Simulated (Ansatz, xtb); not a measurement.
## BH4NS2: where a starting geometry ends

The starting geometry of this gas-phase singlet was built from a drawn formula by distance geometry and a force field; its bonds are those of `NB[SH]=S`.

```csv
atom,x (Å),y (Å),z (Å)
B,-0.0128,-0.2274,0.1564
N,-0.1093,-1.7500,0.2042
S,-0.5109,0.7598,1.6866
S,-1.6548,1.8775,1.0308
H,-1.1248,-1.9511,0.2401
H,0.2209,-2.0672,-0.7375
H,0.4766,0.3188,-0.7342
H,0.6285,1.5395,2.0121
```

Predict what it relaxes into with r2SCAN-D4/def2-SVP.

It rearranges to `NBSS`. Distances that change by over a tenth: S3–S4 (1.73 → 2.10 Å). Contacts that open: B1–S3 (1.89 → 3.09 Å). Contacts that close: B1–S4 (2.81 → 1.83 Å).

The energy falls by 3.89 eV over 23 steps:

```csv
step,E − E(last) (eV)
1,3.885
3,1.700
6,1.251
8,0.954
11,0.506
13,0.265
16,0.117
18,0.017
21,0.001
23,0.000
```

Final geometry (Å):

```
atom    x (Å)    y (Å)    z (Å)
   B  -0.0583  -0.5315   0.2569
   N  -0.6676  -1.5122  -0.5281
   S   0.3281   1.5938   2.4618
   S  -1.0538   0.3052   1.5473
   H  -1.6329  -1.8066  -0.4346
   H  -0.1614  -2.0056  -1.2530
   H   1.0972  -0.2326   0.0994
   H   0.0620   2.6892   1.7089
```

From the same start GFN2-xTB reaches the same bonding as this run.

No frequencies were run, so the end isn't proven a minimum. Run with Ansatz 0.2.0, 37 s on 2 threads of Intel(R) Xeon(R) Processor @ 2.70GHz, on a shared host.
